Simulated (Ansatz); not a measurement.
Single points on BMe2I (C₂H₆BI).

```yaml
crystal:
  periodic: [false, false, false]
  atoms:
    - {symbol: B, position_ang: [-0.244717, -0.420355, 0.004111]}
    - {symbol: C, position_ang: [1.314096, -0.483873, -0.011431]}
    - {symbol: H, position_ang: [1.630178, -0.473676, 1.050144]}
    - {symbol: H, position_ang: [1.761770, 0.409846, -0.474754]}
    - {symbol: H, position_ang: [1.736420, -1.393722, -0.458029]}
    - {symbol: C, position_ang: [-1.067030, 0.905625, 0.008574]}
    - {symbol: H, position_ang: [-1.236660, 1.164327, -1.055151]}
    - {symbol: H, position_ang: [-0.502000, 1.744686, 0.444964]}
    - {symbol: H, position_ang: [-2.058000, 0.832493, 0.476161]}
    - {symbol: I, position_ang: [-1.334056, -2.285350, 0.015411]}
basis:
  gaussian: {orbitals: def2-TZVP, initial_orbitals: start.molden}
hamiltonian: {xc: {name: r2SCANh}, dispersion: d4}
scf: {omitted_lower_state_checks: [starts]}
output: {orbitals: {seedname: orbitals}}
```

The file start.molden holds the orbitals of an earlier run on this structure, at another level or in another basis.

```sh
$ ansatz run in.yaml --threads 4 --pin off --events-out ev --progress --plain --max-ram 3916MiB
```

It prints (some lines left out):

```
Functional definition: r2SCANh
1160 factors; their error is unknown
mean field evaluation 1: about -10952.3626 eV, gradient 4.1e0 eV
mean field evaluation 2: about -10952.3813 eV, gradient 1.9e-2 eV
mean field evaluation 4: about -10952.4715 eV, gradient 2.4e-4 eV
mean field -10952.47152934 eV, -402.4959048515 hartree, gradient 2.6e-5 eV, S^2 0.000000; 0 other end points of the search recorded, 0 dependent functions left out
reference -10952.47153982 eV, -402.4959052366 hartree; 24, 24 occupied and 155, 155 virtual orbitals, 1160 factors
Total energy: -10952.52388143 eV, -402.4978287554 hartree
Checks for a lower state left out: starts
```

Run time 1.6 s (4 threads of Intel Xeon Platinum 8488C on a shared host).

First input, but with `hamiltonian: {xc: {name: B3LYP}, dispersion: d4}` (abridged; 1.1 s):

```
Functional definition: B3LYP
mean field -10954.41118832 eV, -402.5671860041 hartree, gradient 2.4e-5 eV, S^2 0.000000
Total energy: -10954.73970966 eV, -402.5792589408 hartree
Checks for a lower state left out: starts
```

The first input with `hamiltonian: {xc: {name: LC-wPBE}}` (abridged; 1.2 s):

```
Functional definition: LC-wPBE
mean field -10950.59383104 eV, -402.4269007115 hartree, gradient 1.7e-5 eV, S^2 0.000000
Total energy: -10950.59383104 eV, -402.4269007118 hartree
Checks for a lower state left out: starts
```

First input, but with `hamiltonian: {xc: pbe}`, `correlation: {method: rpa}` and without the key `output` (abridged; 2.4 s):

```
Functional definition: PBE
mean field -10946.78713045 eV, -402.2870070451 hartree, gradient 1.6e-6 eV, S^2 0.000000
7 core orbitals not correlated: weight in the atoms' cores, before any rotation towards them, 1.000 or more for the frozen orbitals, at most 0.000 for the correlated occupied ones
Total energy: -10938.75228699 eV, -401.9917319943 hartree
Checks for a lower state left out: starts
```

The first input with `hamiltonian: {xc: r2scan, dispersion: d4}` (abridged; 1.4 s):

```
Functional definition: r2SCAN
mean field -10952.81743202 eV, -402.5086165404 hartree, gradient 1.3e-5 eV, S^2 0.000000
Total energy: -10952.86617125 eV, -402.5104076741 hartree
Checks for a lower state left out: starts
```

Geometry: PBE0-D4/def2-SVP.

In the def2 sets I takes a core potential; there is no spin–orbit coupling. LC-ωPBE has ω = 0.4 bohr⁻¹. B3LYP takes the VWN-RPA correlation. Correlated methods freeze 7 core orbitals; core or outer-core shells of I are correlated, in sets that lack core-valence functions.
